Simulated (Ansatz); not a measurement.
Results of the Gaussian-basis code of Ansatz.

A structure relaxed at PBE0-D4/def2-TZVP, charge 0, multiplicity 1:

Cartesian coordinates in Å:
```
I -2.509 -0.248 2.913
Ga -0.909 -0.115 1.052
C 0.244 0.870 -0.217
C 0.584 -0.545 -0.724
O -0.169 -1.462 0.080
H 1.074 1.419 0.226
H -0.277 1.509 -0.930
H 1.653 -0.760 -0.622
H 0.308 -0.669 -1.777
```

Question: Give its formula and SMILES.

Answer: C2H4GaIO, `[I][Ga]1[CH2]C[O]1`.

Question: Point group (tolerance 0.08 Å, 0.16 Å for H)?

Answer: Cs.

Question: Summarise the bond lengths by kind.

Answer: 1 × Ga–I 2.458 Å; 1 × C–Ga 1.977 Å; 1 × Ga–O 1.819 Å; 1 × C–C 1.540 Å; 4 × C–H 1.090 to 1.096 Å; 1 × C–O 1.434 Å.
